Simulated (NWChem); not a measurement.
Correlation energy of Sn

```
Sn
```
Charge 0, spin multiplicity 3.

All runs are NWChem calculations.

Basis set: def2-SVP. Each correlation energy counts from its own Hartree-Fock reference.

Effective core potentials replace the inner electrons of Sn; spin-orbit coupling is left out. The correlated methods keep 4 core orbitals frozen. No SCF solution was tested for a lower state. Open-shell Hartree-Fock references start from PBE0 orbitals. Coupled-cluster values serve here as a point of comparison, not as the truth.

| method | correlation energy (mHa) |
|---|---|
| UMP2 | (withheld) |
| SCS-UMP2 | -55.3 |
| CCSD on UHF | (withheld) |
| CCSD[T] on UHF | -72.2 |
| CCSD(T) on UHF | -72.2 |
| CCSD on ROHF | (withheld) |
| CCSD[T] on ROHF | -75.6 |
| CCSD(T) on ROHF | -75.6 |
| CCSDT on ROHF | -75.8 |

Fill in the missing entries.


- UMP2, correlation energy (mHa): -56.1
- CCSD on UHF, correlation energy (mHa): -70.7
- CCSD on ROHF, correlation energy (mHa): -74.0
